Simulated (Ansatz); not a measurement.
**BrCl (bromine chloride): the energy, rung by rung**

BrCl: 2 atoms, total charge 0, spin state singlet. SMILES: `ClBr`. Geometry: the measured bond length.

```xyz
2

Cl    0.0000    0.0000    0.0000
Br    0.0000    0.0000    2.1361
```

Quantity: the energy change with the Cl1–Br2 bond stretched from 2.136 to 5.340 Å, in eV. The values are calculated.

```json
{"level": "BLYP/STO-3G (restricted)", "kind": "GGA", "program": "Ansatz", "value (eV)": "3.71", "less FCI/STO-3G": "+1.73", "CPU time (all runs)": "9.5 s"}
{"level": "B3LYP/STO-3G (restricted)", "kind": "global hybrid", "program": "Ansatz", "value (eV)": "4.50", "less FCI/STO-3G": "+2.52", "CPU time (all runs)": "8.2 s"}
{"level": "PBE0/STO-3G (restricted)", "kind": "global hybrid", "program": "Ansatz", "value (eV)": "4.91", "less FCI/STO-3G": "+2.93", "CPU time (all runs)": "12 s"}
{"level": "B2PLYP/STO-3G (restricted)", "kind": "double hybrid", "program": "Ansatz", "value (eV)": "2.53", "less FCI/STO-3G": "+0.55", "CPU time (all runs)": "14 s"}
{"level": "CCSD/STO-3G (restricted)", "kind": "coupled cluster or CI", "program": "Ansatz", "value (eV)": "1.98", "less FCI/STO-3G": "0.00", "CPU time (all runs)": "1.9 s"}
{"level": "CCSDT(Q)/STO-3G (restricted)", "kind": "coupled cluster or CI", "program": "Ansatz", "value (eV)": "1.98", "less FCI/STO-3G": "0.00", "CPU time (all runs)": "2 s"}
{"level": "CCSDT/STO-3G (restricted)", "kind": "coupled cluster or CI", "program": "Ansatz", "value (eV)": "1.98", "less FCI/STO-3G": "0.00", "CPU time (all runs)": "1.9 s"}
{"level": "FCI/STO-3G", "kind": "exact in the basis", "program": "Ansatz", "value (eV)": "1.98", "less FCI/STO-3G": "0.00", "CPU time (all runs)": "2.4 s"}
```

FCI/STO-3G is exact within its basis and frozen core, so for wave-function methods in that basis the difference is their error; functionals converge differently with the basis, so for them it is only a difference. All-electron rows without a relativistic Hamiltonian named are non-relativistic. The first shape isn't each level's own minimum. The values span 1.98 to 4.91 eV. All rows use very small basis sets, so even the best lies far from the true value. In the correlated wave-function rows the outer d shell of Br is correlated, in sets not made for it. CPU times are rough (shared hosts, several kinds of processor): they show what a rung costs within a factor of a few.
